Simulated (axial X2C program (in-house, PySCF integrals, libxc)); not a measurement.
**FeAs⁺: from the spin-free to the two-component result**

Computed with an in-house relativistic program for diatomic molecules. Spin-free means the one-electron spin-free X2C Hamiltonian; two-component (2c) means X2C with spin–orbit coupling and atomic mean-field two-electron Coulomb and Gaunt terms, so the difference of the two also holds small scalar two-electron terms. Basis: As dyall-v3z [9s9p6d1f], Fe dyall-v3z [9s10p6d3f2g] (cores contracted in-house); Gaussian nuclei, density fitting, unrestricted open shells. Masses: As 74.922 u, Fe 55.935 u.

Spin-free state: M_S = 3, Λ = 1 (beyond evenly filled blocks: σα, 2 × π+α, π+β, 2 × π-α, δ+α, δ-α); fragments As + Fe+.

| level | Re (Å) | ωe (cm⁻¹) | De (eV) | μ (D) |
| --- | --- | --- | --- | --- |
| PBE0 | 2.420 | 249.3 | 1.486 | 5.27 |
| TPSSh | 2.390 | 252.9 | 1.554 | 5.11 |

Dipoles are positive if Fe is the positive end and refer to the centre of mass.

Two-component determinant lowest at the distance of the search:

Ω = 2 (⟨Sz⟩ = 1.00, ⟨Lz⟩ = 1.00 at PBE0); fragments As + Fe+.

```json
{"level": "PBE0", "Re (Å)": "2.358", "ωe (cm⁻¹)": "254.6", "μ (D)": "4.52"}
{"level": "TPSSh", "Re (Å)": "2.307", "ωe (cm⁻¹)": "272.8", "μ (D)": "4.17"}
```

From the two tables, how do the constants change at the PBE0 level (2c against spin-free)?

At the PBE0 level Re goes down by 0.062 Å and ωe goes up by 5.3 cm⁻¹. The two determinants differ in configuration, so these shifts compare two states and are not the spin–orbit effect on one state.

De is counted from the lowest determinant-based energies of the atoms at the same level, without counterpoise correction. De is not given where an atomic determinant may have missed its ground term or J level, or where the truncated virtual space spoils (T). Density functionals use the spin component along the axis (collinear). The functionals have no current-density term, which raises determinants with orbital currents, atoms included. The state is one determinant with fixed occupations, lowest in a PBE0 search at one distance only: followed along the bond, the spin-free determinant M_S = 2, Λ = 1 reaches 0.05 eV lower at PBE0, at Re = 2.204 Å, so the state shown is not the lowest. With several unpaired electrons one determinant need not be a pure state. A state of lower Ω lies just above, and one determinant can place such states too high, so the state shown need not be the lowest. The search has Ω = 0 only 0.08 eV up. Open-shell Ω = 0 determinants with evenly filled partner blocks cannot be reached by this program, so the Ω shown need not be the lowest component.
